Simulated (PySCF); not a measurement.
H3NO3S, SMILES NS(=O)(=O)O. Heavy atoms are numbered as in [NH2:1][S:2](=[O:3])(=[O:4])[OH:5]. Hydrogens are named by the atom that carries them.

Geometry optimised at r2SCAN-D4/def2-SVP. One conformer was computed; it need not be the lowest.

Method: PBE/pcSseg-1 (PySCF).

GIAO shieldings, no solvent; atoms alike by connectivity are averaged. δ = σ(ref) − σ: ¹⁵N against NH3 (σ = 267.0 ppm); ³³S against H2S (σ = 706.5 ppm); ¹⁷O against H2O (σ = 334.3 ppm); ¹H against TMS (σ = 31.49 ppm), references at their B3LYP-D3(BJ)/def2-TZVP geometries, non-relativistic.

Q: Estimate the chemical shifts. (An estimate is asked for; the answer gives what the named calculation found.)

A: 
```json
[
 {"nucleus": "¹⁵N", "atoms": "N1 (NH2)", "count": "1", "δ (ppm)": "114.2"},
 {"nucleus": "³³S", "atoms": "S2", "count": "1", "δ (ppm)": "532.4"},
 {"nucleus": "¹⁷O", "atoms": "O3", "count": "2", "δ (ppm)": "263.6"},
 {"nucleus": "¹⁷O", "atoms": "O5 (OH)", "count": "1", "δ (ppm)": "243.6"},
 {"nucleus": "¹H", "atoms": "H on O5", "count": "1", "δ (ppm)": "4.75"},
 {"nucleus": "¹H", "atoms": "H on N1", "count": "2", "δ (ppm)": "3.96"}
]
```
